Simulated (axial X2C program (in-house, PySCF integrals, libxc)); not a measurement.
Basis sets for BaH⁺

All values come from calculations with an in-house all-electron X2C program for linear molecules (integrals from PySCF), spin-free (one-electron X2C) or two-component (2c: spin–orbit coupling with atomic mean-field Coulomb and Gaunt terms, which also bring small scalar terms), in Dyall basis sets with cores contracted in-house; open shells are unrestricted.

Fragments: Ba+ + H.

| Hamiltonian | level | Dyall basis | state | Re (Å) | ωe (cm⁻¹) | De (eV) |
| --- | --- | --- | --- | --- | --- | --- |
| spin-free | HF | Ba v2z, H v2z | M_S = 0, Λ = 0 | 2.197 | 1322.1 | 1.47 |
| spin-free | PBE0 | Ba v2z, H v2z | M_S = 0, Λ = 0 | 2.140 | 1364.1 | 2.45 |
| spin-free | r2SCAN | Ba v2z, H v2z | M_S = 0, Λ = 0 | 2.144 | 1360.8 | 2.64 |
| 2c | HF | Ba v2z, H v2z | Ω = 0 | 2.196 | 1323.0 | 1.47 |
| 2c | PBE0 | Ba v2z, H v2z | Ω = 0 | 2.139 | 1365.0 | 2.46 |
| 2c | r2SCAN | Ba v2z, H v2z | Ω = 0 | 2.143 | 1361.6 | 2.65 |

In the other basis sets:

```
Hamiltonian   level     Dyall basis           state  Re (Å)  ωe (cm⁻¹)  De (eV)
  spin-free      HF  Ba cv3z, H v3z  M_S = 0, Λ = 0   2.177     1335.6     1.59
  spin-free    PBE0  Ba cv3z, H v3z  M_S = 0, Λ = 0   2.121     1372.0     2.54
  spin-free  r2SCAN  Ba cv3z, H v3z  M_S = 0, Λ = 0   2.125     1367.5     2.71
         2c      HF  Ba cv3z, H v3z           Ω = 0   2.176     1336.5     1.59
         2c    PBE0  Ba cv3z, H v3z           Ω = 0   2.120     1373.0     2.55
         2c  r2SCAN  Ba cv3z, H v3z           Ω = 0   2.124     1368.3     2.72
```

Task: How far does the basis move Re and ωe?

Result: HF spin-free, Ba v2z, H v2z to Ba cv3z, H v3z: ΔRe -0.020 Å, Δωe 13.5 cm⁻¹; PBE0 spin-free, Ba v2z, H v2z to Ba cv3z, H v3z: ΔRe -0.019 Å, Δωe 7.9 cm⁻¹; r2SCAN spin-free, Ba v2z, H v2z to Ba cv3z, H v3z: ΔRe -0.019 Å, Δωe 6.7 cm⁻¹; HF 2c, Ba v2z, H v2z to Ba cv3z, H v3z: ΔRe -0.020 Å, Δωe 13.5 cm⁻¹; PBE0 2c, Ba v2z, H v2z to Ba cv3z, H v3z: ΔRe -0.019 Å, Δωe 8.0 cm⁻¹; r2SCAN 2c, Ba v2z, H v2z to Ba cv3z, H v3z: ΔRe -0.019 Å, Δωe 6.7 cm⁻¹.

Each entry is the lowest single determinant of a limited PBE0 search at one distance. De goes to single-determinant-based atoms at the same level (for ions the charge split of lowest energy) and is withheld (n/a) where an atom does not fit its ground term or J level. Main or longest-lived isotopes.
